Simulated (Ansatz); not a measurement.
Consider the cleavage of the Si–Si bond: `[SiH3][SiH](Br)Br` + `N#CO` → `N#CO[SiH3]` + `Br[SiH2]Br`.

Calculated with Ansatz (gas phase, PBE0-D4/def2-TZVP geometries, no zero-point term in ΔE). CCSD(T)/CBS adds triple-zeta CCSD(T) − MP2 to the extrapolated MP2 energy (def2 sets, frozen cores). This one scheme is used for every species. DFT in def2-TZVPP. For Br outer-core shells are correlated without core-valence functions, which leaves a few kJ/mol of doubt a bond. Scalar relativity is left out up to krypton. Each species was taken in one conformer, which may not be the lowest.

CCSD(T)/CBS gives -85.8 kJ/mol.

Q: Another level gave -98.9 kJ/mol. Which?
A. SCS-MP2/def2-TZVPP
B. PBE0-D4/def2-TZVPP
C. r2SCAN/def2-TZVPP
D. CCSD/def2-TZVPP

A: A. SCS-MP2/def2-TZVPP -98.9, PBE0-D4 -66.8, r2SCAN -79.9, CCSD/def2-TZVPP -90.0 kJ/mol.

Largest T1 diagnostic among the species: 0.014.

At CCSD(T), def2-SVP lies +6.9 kJ/mol from the extrapolated value and def2-TZVPP −0.5 kJ/mol. Leaving LDA and LC-ωPBE aside and taking each functional with its dispersion term where it has one, the values, not all of them listed here, spread over 33.4 kJ/mol, from B2PLYP to PBE-D4. From BLYP to BHLYP (50 % exact exchange), in def2-TZVPP and without D4, ΔE moves by −13.6 kJ/mol.
